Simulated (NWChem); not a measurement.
Molecule: GeHI, singlet; SMILES [GeH][I]

Program: NWChem. Low-valent species are run as closed-shell singlets; no triplet was tried in these runs. All runs use the structure optimised with PBE0/def2-SVP. def2 effective core potentials on I; no spin-orbit coupling. LC-ωPBE (HJS hole) with def2-SVP; x = 1 − exp(−ω/0.25 bohr⁻¹) is a scale chosen for this fit.

```
row           x  −ε(HOMO) (eV)
--------  -----  -------------
ω = 0.05  0.181           6.53
ω = 0.15  0.451       withheld
ω = 0.20  0.551           8.25
ω = 0.40  0.798           9.36
ω = 0.60  0.909           9.81
```

Q: Fit a straight line of the last column on the one before it, predict the withheld value, and compare with the run.

A: 
1. Means of the 4 shown rows: x = 0.6098, y = 8.488. Slope Σ(x − x̄)(y − ȳ)/Σ(x − x̄)² = 1.413/0.3123 = 4.526; intercept 5.728.
2. The shown rows scatter about the line by 0.025 (root mean square); the largest residual is -0.03, at ω = 0.60.
3. At x = 0.451 (ω = 0.15; inside the shown range) the line gives 7.77.
4. The run gives 7.79, +0.02 from the line, 0.8 times the scatter.
